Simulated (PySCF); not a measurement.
# Broadened absorption spectrum of InH2Et

Compound: InH2Et, C2H7In.
SMILES: `[H][In]([H])[CH2]C`

Method used: PySCF 2.14.0, density-fitted response routines, TDDFT B3LYP/def2-SVPD, vertical, gas phase, core orbitals frozen in the response, def2 core potentials past Kr. One conformer (not necessarily the lowest) at the PBE0-D3(BJ)/def2-SVP geometry, without solvent, vibrations or thermal averaging. Spin–orbit coupling is left out.

Computed states:

| state | E (eV) | f |
| --- | --- | --- |
| S1 | 4.00 | 0.0012 |
| S2 | 4.71 | 0.0000 |
| S3 | 6.15 | 0.042 |
| S4 | 6.46 | 0.207 |
| S5 | 6.72 | 0.0007 |
| S6 | 6.93 | 0.0048 |
| S7 | 7.07 | 0.171 |
| S8 | 7.12 | 0.213 |
| S9 | 7.33 | 0.044 |
| S10 | 7.34 | 0.012 |

Broadening: Gaussians 0.3 eV wide at half height, area fixed by f = 4.319×10⁻⁹ ∫ε dν̃. The width is an assumption, not a result. The curve ends short of the highest state used, and states not computed would add to its high-energy end.

Problem. Give the broadened spectrum and its maxima.

Solution. 
(E (eV), ε (L mol⁻¹ cm⁻¹)): (3.55, 0), (3.69, 6), (3.83, 46), (3.97, 108), (4.10, 80), (4.24, 18), (4.38, 1), (4.52, 0), (4.66, 0), (4.80, 0), (4.94, 0), (5.08, 0), (5.22, 0), (5.35, 0), (5.49, 0), (5.63, 1), (5.77, 46), (5.91, 665), (6.05, 2934), (6.19, 5617), (6.33, 12559), (6.47, 18712), (6.61, 9289), (6.74, 2588)

Maxima: 310 nm (4.00 eV), ε about 110, made up of S1 (100%); 192 nm (6.45 eV), ε about 19000, made up of S4 (99%) (ε in L mol⁻¹ cm⁻¹; maxima over ε = 5, shares over 10%).

Problem. What would ε be at 6.45 eV, the highest of these maxima, with half the width (0.15 eV)?

Solution. About 36900 L mol⁻¹ cm⁻¹ against 18800, a factor of about 1.96; a lone state at its own centre would give exactly 2.

Problem. On this curve, what absorbance would a 10⁻⁵ mol/L sample give at 308 nm over a 1 cm path?

Solution. 308 nm is 4.025 eV, where ε is about 110 L mol⁻¹ cm⁻¹, so A = ε c l ≈ 0.0011 (Beer–Lambert, with the gas-phase spectrum and the assumed width).

Problem. Coming from long wavelengths, where does ε first pass 100 L mol⁻¹ cm⁻¹?

Solution. At about 314 nm (3.94 eV), 0.06 eV below S1.

All these states lie below the vertical ionisation energy of 9.10 eV (ΔSCF).

The run took 23 s on one thread of an x86-64 server, on a shared host.
